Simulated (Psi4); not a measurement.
Pair of molecules, SMILES [AlH3] with SMILES [AsH3] (the first has 4 atoms); geometry from B3LYP-D3(BJ)/def2-TZVP, rigid monomers moved along the line of their centres of mass till Al1···As5 is 4.80 Å.
(charge 0, multiplicity 1):
```xyz
8

Al     0.28220     0.62546     0.56096
H     -0.54048    -0.29261    -0.44148
H     -0.24747     2.09129     0.86980
H      1.81159     0.28936     0.83026
As    -1.39899    -1.38171     4.58885
H     -0.93388    -0.88173     5.93669
H     -1.17987    -2.85319     4.85294
H     -2.88030    -1.36016     4.88589
```

Calculation: SAPT0/aug-cc-pVDZ (Psi4).

Problem. Give the four SAPT terms and the total, and say what mostly holds the pair together.

Solution. electrostatics -5.7, exchange 0.4, induction -1.0, dispersion -1.4, total -7.7 kJ/mol; the largest attraction is electrostatics.
